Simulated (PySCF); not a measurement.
H3B (SMILES B), singlet, at a GFN2-xTB geometry, with bond 4-1 at 1.8 times its length.

The PySCF input:
```python
from pyscf import gto, scf, mcscf
import numpy

mol = gto.M(
    atom='''
B    -0.00000000    0.00000000   -0.00000000
H    -1.13226550   -0.04398053   -0.26833758
H     0.40119175   -0.57720612    0.92835488
H     1.31593273    1.11813597   -1.18803112
''',
    basis='sto-3g',
    verbose=3,
)

mf = scf.RHF(mol)
mf.kernel()
mc = mcscf.CASSCF(mf, 5, 4)
mc.fix_spin_(ss=0.0)
mc.kernel()
occ = numpy.linalg.eigvalsh(mc.fcisolver.make_rdm1(mc.ci, mc.ncas, mc.nelecas))[::-1]
ss = mc.fcisolver.spin_square(mc.ci, mc.ncas, mc.nelecas)[0]
print('natural occupations', occ.round(4), ' <S^2>', round(ss, 4))
```

What does this run give for the SCF-reference HOMO energy, nuclear repulsion energy, SCF-reference HOMO-LUMO gap, natural occupations of the active orbitals?


```json
{
  "SCF-reference HOMO energy": "-7.60 eV",
  "nuclear_repulsion_energy": "6.4389 Eh",
  "SCF-reference HOMO-LUMO gap": "13.83 eV",
  "natural_occupations_of_the_active_orbitals": "1.99, 1.75, 0.25, 0.00, 0.00"
}
```
